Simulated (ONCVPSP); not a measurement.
**Li (Z = 3): ONCV pseudisation with PBE, non-relativistic reference atom.**

Li (Z = 3), optimised norm-conserving Vanderbilt (ONCV), made with ONCVPSP 4.0.1 (PBE, non-relativistic). Core [He], reference 2s1. Waves: 2s: rc 2.10 bohr, ncon 5, nbas 8, qcut 3.7 1/bohr, 2 projectors, debl 2.8 Ha; p scattering state at 0.13 Ha: rc 1.95 bohr, ncon 4, nbas 8, qcut 4.8 1/bohr, 2 projectors, debl 2 Ha; d scattering state at 0.3 Ha: rc 2.05 bohr, ncon 3, nbas 6, qcut 4.7 1/bohr, 2 projectors, debl 2.5 Ha. Local part: polynomial inside 1.55 bohr (lpopt 5, dvloc0 3 Ha). Core correction: Teter function fitted to the true core (icmod 2), fcfact 0.2.

All-electron outer shells of the reference configuration (PBE, non-relativistic, ld1.x):

```tsv
shell	level (eV)	outermost node (bohr)	outermost maximum (bohr)
1s	-51.85	–	0.36
2s	-2.87	0.83	3.12
```

Calculated quality:

```json
{"Cutoffs needed": "2.1 Ha and 6.2 Ha (the cutoffs (Ha) at which the residual kinetic energy of the hardest occupied pseudo-wave falls to 1 and 0.1 mHa per electron) The cutoffs count occupied waves only; projector 2 of the s channel, the hardest unoccupied one, needs 47 Ha at the loose tolerance.", "Ghost test": "no bound ghost flagged; no localised positive-energy state flagged", "Largest excitation error": "+8.6 meV (all-electron minus pseudo) for 2s0 2p1, out of 2 test configurations", "rms error of d²Exc/dni dnj": "3.49 mHa without and 3.70 mHa with the model core"}
```

Generation and tests took about 2 s on one core of a shared server CPU.
